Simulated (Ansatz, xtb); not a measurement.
## Relaxing a trial structure of C2H8AlGa

The starting geometry of this gas-phase singlet was built from a drawn formula by distance geometry; its bonds are those of `C[CH2][GaH][AlH2]`.

```yaml
atoms:
  - { symbol: C, position_ang: [-0.0921, 0.9023, 2.2195] }
  - { symbol: C, position_ang: [-0.3046, 1.6441, 0.9678] }
  - { symbol: Al, position_ang: [-0.7059, 1.1339, -2.5947] }
  - { symbol: Ga, position_ang: [-1.8735, 1.2553, -0.2163] }
  - { symbol: H, position_ang: [0.4685, -0.0900, 2.0835] }
  - { symbol: H, position_ang: [0.4974, 1.5184, 2.9219] }
  - { symbol: H, position_ang: [-1.1078, 0.6611, 2.6457] }
  - { symbol: H, position_ang: [0.6802, 1.4816, 0.3559] }
  - { symbol: H, position_ang: [-0.4904, 2.6641, 1.1117] }
  - { symbol: H, position_ang: [-2.6609, 2.5979, -0.6106] }
  - { symbol: H, position_ang: [0.3839, 2.1911, -2.9575] }
  - { symbol: H, position_ang: [-0.3817, -0.5052, -2.5886] }
```

Task: Predict what it relaxes into with r2SCAN-D4/def2-SVP.

Result: It keeps its bonds, and is `C[CH2][GaH][AlH2]`.

The energy falls by 2.42 eV over 38 steps:

| step | E − E(last) (eV) |
| --- | --- |
| 1 | 2.423 |
| 5 | 0.218 |
| 9 | 0.035 |
| 13 | 0.021 |
| 17 | 0.015 |
| 22 | 0.006 |
| 26 | 0.002 |
| 30 | 0.001 |
| 34 | 0.000 |
| 38 | 0.000 |

Final geometry (Å):

```xyz
12

C    -0.4656    1.3327    2.4767
C     0.1113    1.4862    1.0699
Al   -0.5194    1.2082   -2.8552
Ga   -1.1265    1.0615   -0.4278
H    -0.8051    0.3015    2.6669
H     0.2721    1.5832    3.2593
H    -1.3396    1.9863    2.6313
H     1.0085    0.8510    0.9362
H     0.4791    2.5169    0.9009
H    -2.5740    0.6104    0.0345
H    -0.7193    2.5521   -3.6997
H     0.0917   -0.0353   -3.6549
```

From the same start GFN2-xTB ends elsewhere, differing in Al3–H10 (1.58 against 3.60 Å here), Ga4–H10 (3.31 against 1.59 Å here).

The end wasn't checked by frequencies. Run with Ansatz 0.2.0, 120 s on 2 threads of Intel(R) Xeon(R) Platinum 8375C CPU @ 2.90GHz (Ice Lake), with other jobs on the host.
